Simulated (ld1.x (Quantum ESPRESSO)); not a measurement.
**Configuration tests for chlorine (Cl) (PAW)**

- Element: Cl
- Generator: ld1.x (Quantum ESPRESSO) 7.5
- Type: PAW
- Functional: LDA (PZ)
- Relativity: scalar-relativistic
- Frozen core: [Ne]
- Valence charge: 7
- Reference configuration: 3s2 3p5
- Partial waves: 3s (bound): rcut 1.00, rcutus 1.25 bohr; 3s channel at -0.2 Ry: rcut 1.00, rcutus 1.25 bohr; 3p (bound): rcut 1.50, rcutus 1.75 bohr; 3p channel at 0.5 Ry: rcut 1.50, rcutus 1.75 bohr; 3d channel at 0.35 Ry: rcut 1.20, rcutus 1.45 bohr
- Local potential: all-electron potential smoothed inside 1.05 bohr (lloc = -1)
- Core correction: Bessel-smoothed model core inside 1.10 bohr
- Augmentation charge: PSQ, radius 0.90 bohr

Energies are relative to the spin-unpolarised reference configuration 3s2 3p5; without spin polarisation the order of configurations can differ from experiment. Spin-polarised rows fill each open shell by Hund’s rule, majority spin first.

Q: Give the all-electron excitation energy and the error of the potential for: 3s2 3p4; 3s2 3p3; 3s2 3p2; 3s2 3p1; 3s2 3p5.3; 3s1 3p6; 3s2 3p4.5; 3s2 3p5 (spin-polarised); 3s2 3p4 (spin-polarised).

A:

| valence configuration | charge | ΔE all-electron (eV) | error AE − PS (meV) |
| --- | --- | --- | --- |
| 3s2 3p4 | +1 | 13.972 | -1.9 |
| 3s2 3p3 | +2 | 39.500 | -8.7 |
| 3s2 3p2 | +3 | 77.895 | -30 |
| 3s2 3p1 | +4 | 130.265 | -90 |
| 3s2 3p5.3 | -0.3 | -2.172 | +0.2 |
| 3s1 3p6 | 0 | 12.048 | -0.4 |
| 3s2 3p4.5 | +0.5 | 5.634 | -0.7 |
| 3s2 3p5 (spin-polarised) | 0 | -0.186 | -0.1 |
| 3s2 3p4 (spin-polarised) | +1 | 13.092 | -2.5 |
